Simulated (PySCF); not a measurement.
**Spin-Hamiltonian simulation**

Molecule: SMILES C=C1C[C@]1(C)c1ccccc1, C$_{11}$H$_{12}$.

Geometry:
```
atom   x (Å)   y (Å)   z (Å)
  C1  -3.186   0.358  -1.159
  C2  -2.372   0.100  -0.149
  C3  -1.947   0.380   1.217
  C4  -1.251  -0.706   0.367
  C5  -1.552  -2.142   0.740
  C6   0.135  -0.402  -0.123
  C7   1.186  -1.304   0.081
  C8   2.479  -1.008  -0.349
  C9   2.749   0.195  -0.995
 C10   1.709   1.100  -1.210
 C11   0.418   0.803  -0.784
 H12  -3.094  -0.182  -2.106
 H13  -3.970   1.117  -1.078
 H14  -2.573   0.043   2.052
 H15  -1.379   1.296   1.413
 H16  -0.968  -2.462   1.618
 H17  -2.618  -2.258   0.983
 H18  -1.321  -2.822  -0.094
 H19   1.000  -2.253   0.585
 H20   3.282  -1.730  -0.177
 H21   3.762   0.426  -1.334
 H22   1.903   2.044  -1.724
 H23  -0.391   1.510  -0.982
```

- NMR shieldings at CAM-B3LYP/pcSseg-1/GIAO
- coordinates at the PBE0-D3(BJ)/def2-SVP level
- J couplings at B3LYP/pcJ-1 (without the spin–dipole term)
- code: PySCF 2.14
- no solvent model, non-relativistic, single conformer, equivalent nuclei averaged

Chemical shifts δ = σref − σ; $^{1}$H (31.33 ppm) against TMS, all at this level.

The 5-spin Hamiltonian (Zeeman plus full scalar coupling among like nuclei) was diagonalised exactly; lines are Lorentzian, 0.4 Hz wide, and the maxima above 3 % are listed with the tallest set to 100.

Peak list at 700 MHz for the spins H19/H20/H21/H22/H23:
Hz from δ = 0 (height): 5148.4 (12), 5147.6 (31), 5147.1 (42), 5146.4 (20), 5145.4 (19), 5140.5 (14), 5139.9 (31), 5139.1 (65), 5138.1 (80), 5137.7 (61), 5136.9 (21), 5131.7 (31), 5130.7 (30), 5130.0 (71), 5129.6 (57), 5128.7 (18), 5087.6 (24), 5086.9 (96), 5085.8 (100), 5085.2 (59), 5083.9 (30), 5079.1 (26), 5078.5 (34), 5077.4 (87), 5076.5 (70), 5075.0 (11), 5069.6 (26), 5068.7 (39), 5067.7 (20), 5061.9 (21), 5061.1 (28), 5060.6 (58), 5059.1 (18), 5053.4 (16), 5052.5 (28), 5051.5 (14)

**Question.** Extract the chemical shifts and coupling constants behind this pattern (give the signs of the calculation).

**Answer.** 
Shifts (ppm): H19/H23 7.26, H20/H22 7.34, H21 7.23.
Couplings (Hz): H19–H20, H22–H23: 8.8; H19–H21, H21–H23: 0.9; H19–H22, H20–H23: 0.6; H19–H23: 1.9; H20–H21, H21–H22: 8.2; H20–H22: 1.1.
These are the parameters used. A line list fixes at most the relative signs, and those only where coupling is strong; other parameter sets or atom labellings may fit too, and couplings well below the line width leave little trace. Those between chemically equivalent but magnetically inequivalent protons (AA′, BB′) do shape the pattern.

Unscaled 3J(H,H) at this level run about 10 % above measured values.
